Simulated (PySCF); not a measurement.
**Dipole response of Be²⁺ (beryllium, charge +2)**

1s2, closed-shell 1S. Computed with PySCF 2.14 in dyall-acv3z, with the spin-free X2C one-electron Hamiltonian (Gaussian nucleus). Coupled (time-dependent) response in atomic units; α is the mean over directions.

| method | mean α (bohr³) | C₆ (like pair) | S(−4) |
| --- | --- | --- | --- |
| UHF | 0.05182 | 0.01108 | 0.001900 |
| PBE | 0.05517 | 0.01203 | 0.002233 |
| PBE0 | 0.05422 | 0.01176 | 0.002134 |
| PW91 | 0.05507 | 0.01200 | 0.002225 |
| LC-wPBE | 0.05527 | 0.01206 | 0.002247 |

S(−4) is the Cauchy moment in α(ω) = α(0) + S(−4) ω² + …

α(iu) at PW91:

```json
{"u (hartree)": "0", "α(iu) (bohr³)": "0.05507"}
{"u (hartree)": "0.0500", "α(iu) (bohr³)": "0.05506"}
{"u (hartree)": "0.100", "α(iu) (bohr³)": "0.05505"}
{"u (hartree)": "0.200", "α(iu) (bohr³)": "0.05498"}
{"u (hartree)": "0.300", "α(iu) (bohr³)": "0.05487"}
{"u (hartree)": "0.500", "α(iu) (bohr³)": "0.05452"}
{"u (hartree)": "0.750", "α(iu) (bohr³)": "0.05385"}
{"u (hartree)": "1.00", "α(iu) (bohr³)": "0.05294"}
{"u (hartree)": "1.50", "α(iu) (bohr³)": "0.05053"}
{"u (hartree)": "2.00", "α(iu) (bohr³)": "0.04755"}
{"u (hartree)": "3.00", "α(iu) (bohr³)": "0.04086"}
{"u (hartree)": "5.00", "α(iu) (bohr³)": "0.02870"}
```

A single London oscillator, α(iu) = α/(1 + u²/ω²), gives C₆ = (3/4) ω α². Matching the computed C₆ needs ω = 4 × 0.01200 / (3 × 0.05507²) = 5.28 hartree.

For an ion, C₆ is the dispersion term alone; charge-induced terms of lower order in 1/R come first.
